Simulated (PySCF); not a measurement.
C8H6O3, SMILES c1c(Oc2occc2)occ1 (GFN2-xTB optimised geometry):

```
17

C      3.054    -1.441     0.000
C      2.839    -0.101     0.000
O      1.512     0.165     0.000
C      0.884    -1.019     0.000
O     -0.462    -1.118     0.000
C     -1.266    -0.034     0.000
C     -2.632    -0.034     0.000
C     -3.003     1.334     0.000
C     -1.848     2.046     0.000
O     -0.779     1.215     0.000
C      1.775    -2.053     0.000
H      4.000    -1.942     0.000
H      3.499     0.741     0.000
H     -3.270    -0.892     0.000
H     -4.000     1.723     0.000
H     -1.642     3.096     0.000
H      1.543    -3.096     0.000
```

Calculation: B3LYP/def2-SVP (PySCF).

**Question.** What are the frontier orbital energies and the dipole moment?

**Answer.** HOMO-2 -7.89 eV, HOMO-1 -6.65 eV, HOMO -5.43 eV, LUMO 0.06 eV, LUMO+1 0.79 eV; dipole moment 0.37 D.

Meta-Löwdin charges at B3LYP/def2-SVP: C1 -0.15, C2 0.02, O3 -0.24, C4 0.34, O5 -0.27, C6 0.34, C7 -0.20, C8 -0.15, C9 0.02, O10 -0.24, C11 -0.20, H12 0.12, H13 0.12, H14 0.12, H15 0.12, H16 0.12, H17 0.12.
